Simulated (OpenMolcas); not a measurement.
## SnSiH6O (SMILES [SiH3][O][SnH3]): methods side by side

SnSiH6O: 9 atoms, total charge 0, spin state singlet. SMILES: `[SiH3][O][SnH3]`. The coordinates come from a PBE0-D4/def2-TZVP relaxation.

```xyz
9

Si   -0.7075    1.1063   -0.9618
O     0.5496    0.2327   -0.4110
Sn    0.8371   -1.1457    0.9564
H    -1.7860    0.2281   -1.5020
H    -0.2330    2.0041   -2.0464
H    -1.3096    1.9374    0.1212
H     2.4937   -1.4998    0.8299
H    -0.1660   -2.4609    0.5447
H     0.4101   -0.4484    2.4520
```

Each level gives the energy change with the Si1–H5 bond stretched from 1.486 to 2.674 Å (eV). The values are calculated.

```tsv
level	kind	program	value (eV)	less CCSD(T)/def2-SVP	CPU time (all runs)
HF/def2-SVP (core potential) (restricted)	Hartree–Fock	OpenMolcas	3.75	+0.67	23 s
SVWN5/def2-SVP (core potential) (restricted)	LDA	OpenMolcas	2.93	-0.15	70 s
BLYP/def2-SVP (core potential) (restricted)	GGA	OpenMolcas	2.88	-0.20	98 s
TPSS/def2-SVP (core potential) (restricted)	meta-GGA	OpenMolcas	3.14	+0.06	2.3 min
BHLYP/def2-SVP (core potential) (restricted)	global hybrid	OpenMolcas	3.50	+0.42	83 s
PBE0/def2-SVP (core potential) (restricted)	global hybrid	OpenMolcas	3.24	+0.16	83 s
B2PLYP/def2-SVP (core potential) (restricted)	double hybrid	OpenMolcas	3.30	+0.22	66 s
MP2/def2-SVP (core potential) (restricted)	perturbation theory	OpenMolcas	3.50	+0.42	18 s
CCSD(T)/def2-SVP (core potential) (restricted)	coupled cluster or CI	OpenMolcas	3.08	0.00	4.4 min
```

Differences are taken from CCSD(T)/def2-SVP (core potential) (restricted) for orientation; it has basis-set and higher-order errors of its own. At this stretch a single reference begins to fail. The first shape isn't each level's own minimum. The values span 2.88 to 3.75 eV. In the correlated wave-function rows the outer d shell of Sn is correlated, in sets not made for it. Times are those of the runs behind each value, whatever else they computed, on shared processors of several kinds: orders of magnitude only.
